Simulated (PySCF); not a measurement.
(Z)-2-chloro-3-fluorobut-2-ene (C4H6ClF), SMILES C/C(F)=C(\C)Cl. The structure is a stationary point at PBE-D3(BJ)/def2-SVP.

Problem. Give the equilibrium geometry at PBE-D3(BJ)/def2-SVP (PySCF confirms it by a frequency run) as Cartesian coordinates in Å, and its point group. (The exact figures need the calculation; the answer reports its results.)

Solution. point group Cs.
```xyz
12

C      0.3799    -2.2902     0.0000
C     -0.2166    -0.9229     0.0000
F     -1.5669    -0.9528     0.0000
C      0.4232     0.2703     0.0000
C      1.9006     0.5062     0.0000
Cl    -0.5443     1.7311     0.0000
H      0.0380    -2.8559     0.8925
H      0.0380    -2.8559    -0.8925
H      1.4834    -2.2691     0.0000
H      2.2015     1.0941     0.8923
H      2.4710    -0.4412     0.0000
H      2.2015     1.0941    -0.8923
```
Charge 0, spin multiplicity 1.
